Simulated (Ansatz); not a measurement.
CrPb₁₂, relaxed as a singlet with RKS PBE-D4/def2-SVP in Ansatz, starting from the GFN1-xTB geometry. Force threshold 0.03 eV/Å.

In the def2 sets Pb takes a core potential; there is no spin–orbit coupling. The restricted singlet is unstable: a solution with broken spin symmetry lies lower. Another isomer (singlet) lies 3.85 eV lower at PBE0-D4/def2-TZVP; other spin states weren't run for this one.

Start:

```xyz
13

Cr    1.748    1.132    0.485
Pb    0.300   -3.384   -1.389
Pb    1.466   -1.068    2.195
Pb   -0.644   -0.479   -0.178
Pb    2.412   -1.210   -0.918
Pb    0.043    1.784    2.681
Pb   -1.732    1.589   -2.276
Pb   -0.016   -0.931   -3.259
Pb    1.561    1.568   -2.322
Pb   -1.836   -0.692    2.758
Pb   -0.580   -3.265    1.562
Pb   -2.665    1.711    0.810
Pb   -0.056    3.245   -0.149
```

| step | energy (eV) | largest force component (eV/Å) | SCF passes |
| --- | --- | --- | --- |
| 1 | -91417.7905 | 0.778 | 88 |
| 2 | -91418.2419 | 0.457 | 61 |
| 3 | -91418.2978 | 0.178 | 51 |
| 4 | -91418.3162 | 0.088 | 50 |
| 5 | -91418.3221 | 0.054 | 34 |
| 6 | -91418.3263 | 0.040 | 33 |
| 7 | -91418.3277 | 0.017 | 31 |

Force components are those of the run's own axes.

End:

```xyz
13

Cr    1.7554    0.9763    0.4947
Pb    0.4477   -3.4861   -1.4266
Pb    1.5950   -1.1213    2.2325
Pb   -0.7199   -0.4608   -0.1994
Pb    2.5263   -1.2679   -0.8599
Pb    0.0984    1.8184    2.5586
Pb   -1.7339    1.7564   -2.4440
Pb   -0.1680   -1.0103   -3.3247
Pb    1.5397    1.6039   -2.1905
Pb   -1.9917   -0.7663    2.7387
Pb   -0.4829   -3.3499    1.6514
Pb   -2.7554    1.9030    0.9401
Pb   -0.1108    3.4047   -0.1709
```

By distances, no bond broke or formed. The bond that changes most is Pb7–Pb12, from 3.23 to 3.54 Å (atoms count from 1).

No frequencies were taken in this run, so the end may be a saddle point.

Hardware: 2 threads of AMD EPYC 7R13 on a shared host and a share (18 GiB) of an NVIDIA H100 80GB HBM3. Wall time 33 s, peak host memory 1.1 GiB.
